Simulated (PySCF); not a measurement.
## Electron correlation in Ti²⁺ (titanium, charge +2)

[Ar] 3d2, high-spin 3F determinant. Calculation: PySCF 2.14, in aug-cc-pVTZ-DK (8s7p5d3f2g, 93 functions); scalar relativity by spin-free X2C-1e. Frozen: [Ar]; 2 electrons correlated.

With two correlated electrons CCSD is exact within the correlated space (frozen core and kept virtual orbitals).

```json
{"level": "CCSD", "correlation energy (mhartree)": "-5.78"}
```

Diagnostics: T1 = 0.0021, D1 = 0.0029, largest double amplitude 0.018.

Task: Is a single reference adequate?

Result: Yes: T1 lies below 0.03 and no double amplitude reaches 0.07.
